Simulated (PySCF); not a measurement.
Löwdin shares of the frontier orbitals

C6H11NSi2.
Geometry (PBE0-D3(BJ)/def2-SVP, Å), atoms numbered from 1 in this order:
```xyz
20
C6H11NSi2 angstrom
N      2.9973    0.7038    0.3894
Si     2.1805    0.0681   -0.9999
C      0.3433   -0.0065   -0.6175
C     -0.4994   -0.9369   -1.2433
C     -1.8643   -0.9649   -0.9697
C     -2.4344   -0.0672   -0.0536
Si    -4.2804   -0.0897    0.2949
C     -1.5896    0.8561    0.5797
C     -0.2245    0.8875    0.3008
H      3.8963    1.1573    0.2734
H      2.9589    0.2024    1.2705
H      2.4915    1.0104   -2.1194
H      2.5874   -1.3060   -1.4520
H     -0.0827   -1.6592   -1.9528
H     -2.4919   -1.7063   -1.4742
H     -5.0517    0.4948   -0.8465
H     -4.5641    0.7137    1.5224
H     -4.7577   -1.4925    0.4966
H     -2.0018    1.5633    1.3059
H      0.4204    1.6099    0.8097
```

Computed, not measured: TDDFT B3LYP/def2-SVPD, vertical, gas phase, core orbitals frozen in the response in PySCF.

Frontier orbitals with the atoms that hold most of them (Löwdin shares over 4%, at most four atoms; ? is withheld):

```tsv
orbital	ε (eV)	atoms
LUMO+2	0.11	Si2 27%, H10 14%, H11 13%, N1 13%
LUMO+1	-0.70	C4 19%, C8 18%, C5 16%, C9 16%
LUMO	-1.21	?
HOMO	-7.09	C3 18%, C6 16%, N1 13%, C9 9%
HOMO-1	-7.23	?
HOMO-2	-7.35	N1 48%, Si2 10%, C3 8%, C6 6%
HOMO-3	-8.36	C6 14%, C3 13%, Si7 11%, Si2 10%
```

Give the leading atoms of the HOMO-1.

C4 (bonded to 2 C and H) 21%; C8 (bonded to 2 C and H) 21%; C5 (bonded to 2 C and H) 19%; C9 (bonded to 2 C and H) 18%.

Give the leading atoms of the LUMO.

C6 (bonded to 2 C and Si) 19%; C3 (bonded to 2 C and Si) 19%; C9 (bonded to 2 C and H) 11%; C5 (bonded to 2 C and H) 10%.

How does S1 compare with the orbital gap of 5.89 eV?

S1 is at 5.07 eV (f = 0.0064), 0.82 eV below the gap, made of HOMO-1→LUMO (62%), HOMO→LUMO+1 (32%). Its leading pair isn't HOMO and LUMO; the energies of that pair differ by 6.02 eV. Without the coupling terms of the response equations the lowest excitation would equal the gap.

Next come S2 at 5.27 eV (f 0.045), HOMO→LUMO (51%), HOMO-2→LUMO (46%); S3 at 5.58 eV (f 0.212), HOMO-2→LUMO (46%), HOMO→LUMO (36%), HOMO-1→LUMO+1 (15%); S4 at 5.83 eV (f 0.0046), HOMO-2→LUMO+1 (65%), HOMO→LUMO+1 (29%); S5 at 6.05 eV (f 0.0088), HOMO-3→LUMO (96%).

Löwdin shares depend on the basis, the more so with diffuse functions.

One conformer stands for the species.
